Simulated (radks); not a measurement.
All-electron atom: Yb IV in [Kr] 4d10 4f14 5p6 5s(up 0.75, down 0.25) (fractional occupations, a model configuration). All-electron calculation, scalar-relativistic Kohn-Sham, SCAN, spin-polarised, spherical densities, finite nucleus; meta-GGA in the generalised Kohn-Sham scheme; Fermi nuclear charge, rms radius 5.3108 fm. Program: a radial shooting solver on a logarithmic mesh with Libxc functionals.

Normalised radial functions P(r) = r R(r), r in bohr:

```
   r/bohr * 5s up, o 5s down, + 5p down (the largest magnitude, 0.968, reaches the edge; | marks zero, & curves that meet)
0.0007143                             +&
 0.001083                             + &
 0.001641                             + &
 0.002488                             +  &
 0.003772                             +   &
 0.005718                             |+  &
 0.008737                             |+   &
  0.01324                             | + &
  0.02008                             | & +
  0.03044                          &  |     +
  0.04614                      &      |     +
  0.06994                       &     |  +
    0.106                         +   |  &
   0.1607                    +        |          &
   0.2436                            +&
   0.3693             &               |            +
   0.5643                           & |    +
   0.8554          +                  |                         &
    1.297  +                          |                          &
    1.966             +               |          &
     2.98                         +   | &
    4.517                             &
```

5s up: eigenvalue -86.202 eV, 4 radial nodes at r = 0.0236, 0.0939, 0.244, 0.579 bohr, <r> = 1.19 bohr, 90 % of the charge inside 1.72 bohr. 5s down: eigenvalue -86.200 eV, 4 radial nodes at r = 0.0236, 0.0939, 0.244, 0.579 bohr, <r> = 1.19 bohr, 90 % of the charge inside 1.72 bohr. 5p down: eigenvalue -57.164 eV, 3 radial nodes at r = 0.0847, 0.247, 0.623 bohr, <r> = 1.39 bohr, 90 % of the charge inside 2.04 bohr.
